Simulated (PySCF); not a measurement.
A calculated (LDA, PySCF 2.14, aug-cc-pwCVQZ-X2C, the spin-free X2C one-electron Hamiltonian (Gaussian nucleus)) atom or ion has these occupied shells.

```
shell  electrons  orbital energy (eV)  rms radius, mean of both spins (bohr)
   1s          2              -3950.4                                 0.0890
   2s          2              -428.39                                  0.398
   2p          6              -349.90                                  0.365
   3s          2              -62.066                                   1.24
   3p          6              -43.123                                   1.36
```

(1) Name the element and its charge.

Results:

(1) Ca²⁺ (calcium, charge +2), in [Ar], closed-shell 1S.
